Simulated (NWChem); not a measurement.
Program: NWChem. System: Cl2Ge, charge 1, spin multiplicity 2, at the geometry of a parent with another charge or spin, in a state set for the comparison that need not be this species' ground state. Its SCF solution wasn't tested for a lower state. Level: UHF/def2-TZVP.

Part of the output:

```
             Northwest Computational Chemistry Package (NWChem) 7.3.0
             --------------------------------------------------------

                                NWChem Input Module
                                -------------------

 Scaling coordinates for geometry "geometry" by  1.889725989
 (inverse scale =  0.529177249)

 Turning off AUTOSYM since
 SYMMETRY directive was detected!

                             Geometry "geometry" -> ""
                             -------------------------

 Output coordinates in angstroms (scale by  1.889725989 to convert to a.u.)

  No.       Tag          Charge          X              Y              Z
 ---- ---------------- ---------- -------------- -------------- --------------
    1 Ge                  32.0000     0.00000000     0.00000000    -0.72496500
    2 Cl                  17.0000    -1.70984700     0.00000000     0.68232000
    3 Cl                  17.0000     1.70984700     0.00000000     0.68232000

 Effective nuclear repulsion energy (a.u.)     304.7092017093

            Nuclear Dipole moment (a.u.)
            ----------------------------
        X                 Y               Z
 ---------------- ---------------- ----------------
     0.0000000000     0.0000000000     0.0000000000

      Symmetry information
      --------------------

 Group name             C2v
 Group number             16
 Group order               4
 No. of unique centers     2

      Symmetry unique atoms

     1    2


 Summary of "ao basis" -> "" (spherical)
 ------------------------------------------------------------------------------
       Tag                 Description            Shells   Functions and Types
 ---------------- ------------------------------  ------  ---------------------
 *                         def2-tzvp                  on all atoms

 Summary of "ao basis" -> "ao basis" (spherical)
 ------------------------------------------------------------------------------
       Tag                 Description            Shells   Functions and Types
 ---------------- ------------------------------  ------  ---------------------
 Ge                        def2-tzvp                16       48   6s5p4d1f
 Cl                        def2-tzvp                13       37   5s5p2d1f

                                 NWChem SCF Module
                                 -----------------

  ao basis        = "ao basis"
  functions       =   122
  atoms           =     3
[...]
              MO Center=  5.7D-14, -1.9D-15, -6.3D-01, r^2= 3.2D+00
   Bfn.  Coefficient  Atom+Function         Bfn.  Coefficient  Atom+Function
  ----- ------------  ---------------      ----- ------------  ---------------
    20      0.703194  1 Ge py                17      0.455402  1 Ge py
    11     -0.191161  1 Ge py                67     -0.188287  2 Cl py
   104     -0.188287  3 Cl py

 Vector   35  Occ=0.000000D+00  E=-9.526505D-02  Symmetry=b1
              MO Center= -1.5D-14,  1.1D-17, -6.4D-01, r^2= 4.7D+00
   Bfn.  Coefficient  Atom+Function         Bfn.  Coefficient  Atom+Function
  ----- ------------  ---------------      ----- ------------  ---------------
    19      1.025307  1 Ge px                53      0.373906  2 Cl s
    90     -0.373906  3 Cl s                 68     -0.347515  2 Cl pz
   105      0.347515  3 Cl pz                16      0.338791  1 Ge px
    65     -0.174282  2 Cl pz               102      0.174282  3 Cl pz
    66      0.167614  2 Cl px               103      0.167614  3 Cl px

 center of mass
 --------------
 x =   0.00000000 y =   0.00000000 z =  -0.07711957

 moments of inertia (a.u.)
 ------------------
         254.160120160053           0.000000000000           0.000000000000
           0.000000000000         984.329335682697           0.000000000000
           0.000000000000           0.000000000000         730.169215522644

  Mulliken analysis of the total density
  --------------------------------------

    Atom       Charge   Shell Charges
 -----------   ------   -------------------------------------------------------
    1 Ge  32    30.83   2.00  2.00  1.17  0.78  1.04  0.48  5.98  4.41  1.59  0.83  0.30  8.94  1.08  0.06  0.13  0.04
    2 Cl  17    17.08   2.01  0.45  1.51  1.13  0.87  4.18  1.69  1.03  2.84  1.33  0.01  0.03  0.00
    3 Cl  17    17.08   2.01  0.45  1.51  1.13  0.87  4.18  1.69  1.03  2.84  1.33  0.01  0.03  0.00

  Mulliken analysis of the alpha density
  --------------------------------------

    Atom       Charge   Shell Charges
 -----------   ------   -------------------------------------------------------
    1 Ge  32    15.62   1.00  1.00  0.59  0.39  0.59  0.29  2.99  2.21  0.79  0.49  0.17  4.47  0.54  0.03  0.06  0.02
    2 Cl  17     8.69   1.01  0.22  0.76  0.56  0.43  2.10  0.84  0.55  1.52  0.68  0.00  0.01  0.00
    3 Cl  17     8.69   1.01  0.22  0.76  0.56  0.43  2.10  0.84  0.55  1.52  0.68  0.00  0.01  0.00

   Mulliken analysis of the beta density
   -------------------------------------

    Atom       Charge   Shell Charges
 -----------   ------   -------------------------------------------------------
    1 Ge  32    15.21   1.00  1.00  0.58  0.40  0.45  0.19  2.99  2.20  0.80  0.34  0.13  4.47  0.54  0.03  0.07  0.02
    2 Cl  17     8.39   1.01  0.22  0.76  0.56  0.43  2.08  0.85  0.48  1.32  0.65  0.00  0.02  0.00
    3 Cl  17     8.39   1.01  0.22  0.76  0.56  0.43  2.08  0.85  0.48  1.32  0.65  0.00  0.02  0.00

   Mulliken analysis of the spin density
   -------------------------------------

    Atom       Charge   Shell Charges
 -----------   ------   -------------------------------------------------------
    1 Ge  32     0.41   0.00  0.00  0.01 -0.01  0.14  0.09  0.00  0.01 -0.00  0.14  0.04 -0.01  0.01  0.00 -0.01  0.00
    2 Cl  17     0.30   0.00  0.00 -0.00  0.00  0.00  0.01 -0.01  0.07  0.20  0.03 -0.00 -0.00  0.00
    3 Cl  17     0.30   0.00  0.00 -0.00  0.00  0.00  0.01 -0.01  0.07  0.20  0.03 -0.00 -0.00  0.00

       Multipole analysis of the density wrt the origin
       ------------------------------------------------

     L   x y z        total         alpha         beta         nuclear
     -   - - -        -----         -----         ----         -------
     0   0 0 0      1.000000    -33.000000    -32.000000     66.000000

     1   1 0 0      0.000000      0.000000      0.000000      0.000000
     1   0 1 0      0.000000      0.000000     -0.000000      0.000000
     1   0 0 1     -1.257026     -0.230112     -1.026914      0.000000

     2   2 0 0    -25.771901   -193.717201   -187.024242    354.969542
     2   1 1 0     -0.000000     -0.000000      0.000000      0.000000
     2   1 0 1      0.000000     -0.000000      0.000000      0.000000
     2   0 2 0    -27.215597    -14.057838    -13.157759      0.000000
     2   0 1 1     -0.000000     -0.000000     -0.000000      0.000000
     2   0 0 2    -23.891021    -74.021069    -66.456045    116.586093

 Task  times  cpu:        5.2s     wall:        5.2s

 Total times  cpu:        5.2s     wall:        5.2s
```

Q: Write an NWChem input that would produce this output.

A: Several could match; the one computed here: 
```
start mol
memory heap 200 mb stack 900 mb global 1100 mb
charge 1
geometry units angstroms nocenter noautoz
  Ge     0.000000     0.000000    -0.724965
  Cl    -1.709847     0.000000     0.682320
  Cl     1.709847     0.000000     0.682320
  symmetry group C2v
end
basis spherical
  * library def2-tzvp
end
scf
  uhf
  nopen 1
  maxiter 100
  thresh 1e-7
  semidirect memsize 60000000 filesize 0
  # guess.movecs holds the orbitals of an unrestricted PBE0 run
  vectors input guess.movecs output mol.movecs
end
task scf energy
```
